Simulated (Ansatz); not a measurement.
`F[B](F)[AlH2]` + `C[SeH]` → `C[Se][AlH2]` + `FBF` at 400 K and 1 bar (cleavage of the Al–B bond).

Calculated with Ansatz (gas phase, PBE0-D4/def2-TZVP geometries, no zero-point term in ΔE). CCSD(T)/CBS is the MP2 limit (def2-TZVPP, def2-QZVPP) plus CCSD(T) − MP2 in def2-TZVPP, frozen cores. This one scheme is used for every species. For Se outer-core shells are correlated without core-valence functions, which leaves a few kJ/mol of doubt a bond. Scalar relativity is left out up to krypton.

| species | CCSD(T)/CBS energy (Eh) | H − E (kJ/mol) | S (J/(mol·K)) |
| --- | --- | --- | --- |
| `F[B](F)[AlH2]` | -467.68048 | 84.7 | 335.5 |
| `C[SeH]` | -2441.15625 | 135.4 | 284.5 |
| `C[Se][AlH2]` | -2683.80327 | 162.9 | 351.7 |
| `FBF` | -225.09427 | 62.5 | 257.9 |

H − E and S are ideal-gas, rigid-rotor, harmonic terms from PBE0-D4/def2-TZVP. 1 Eh = 2625.50 kJ/mol, R = 8.31446 J/(mol·K).

Task: By hand: ΔE, ΔH, ΔS and ΔG.

Result: ΔE = (-2683.80327) + (-225.09427) − (-467.68048) − (-2441.15625) = -0.06081 Eh = -159.7 kJ/mol. Δ(H − E) = 162.9 + 62.5 − 84.7 − 135.4 = 5.3, so ΔH = -154.4 kJ/mol. ΔS = 351.7 + 257.9 − 335.5 − 284.5 = -10.4 J/(mol·K). ΔG = -154.4 − 400 × (-10.4)/1000 = -150.2 kJ/mol.

Task: By hand: the equilibrium constant, and the temperature at which ΔG would vanish if ΔH and ΔS stayed fixed.

Result: log₁₀ K = −ΔG/(RT ln 10) = 19.6. ΔG = 0 at ΔH/ΔS = 14846 K, far beyond where these terms or the molecules hold.

The number of gas molecules stays the same, so ΔS is small and ΔH decides. A doubt of 5 kJ/mol in ΔE shifts log₁₀ K by 0.7 here. These are equilibria of isolated gas molecules and say nothing of rates. Largest T1 diagnostic: 0.014 (customary marks: 0.02 for closed shells, 0.045 for open ones).
